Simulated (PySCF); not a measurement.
Calculation: PBE-D3(BJ)/def2-TZVP // PBE0-D4/def2-TZVP (PySCF 2.14.0). Gas-phase values, no solvent. Excitations are Tamm–Dancoff values on a coarser integration grid. The basis has no diffuse functions, so Rydberg states are missing or too high.

Reference species (SMILES): `[F][In]([F])[F]` (neutral, multiplicity 1).

| Property | Value |
|---|---|
| LUMO | -4.36 eV |
| T1 excitation (TDA) | 4.58 eV |
| S1–T1 gap (TDA) | 0.52 eV |
| HOMO–LUMO gap | 4.82 eV |

Changed species: `[Cl][In]([Cl])[Cl]` (3 of 3 F replaced by Cl; the reference has 0 of 3 F replaced by Cl).

Question: What does the change do to the LUMO, T1 excitation (TDA), S1–T1 gap (TDA) and HOMO–LUMO gap?

Answer: the LUMO increases by 0.60 eV, to -3.76 eV; the T1 excitation (TDA) falls by 0.47 eV, to 4.11 eV; the S1–T1 gap (TDA) drops by 0.22 eV, to 0.30 eV; the HOMO–LUMO gap falls by 0.56 eV, to 4.26 eV.
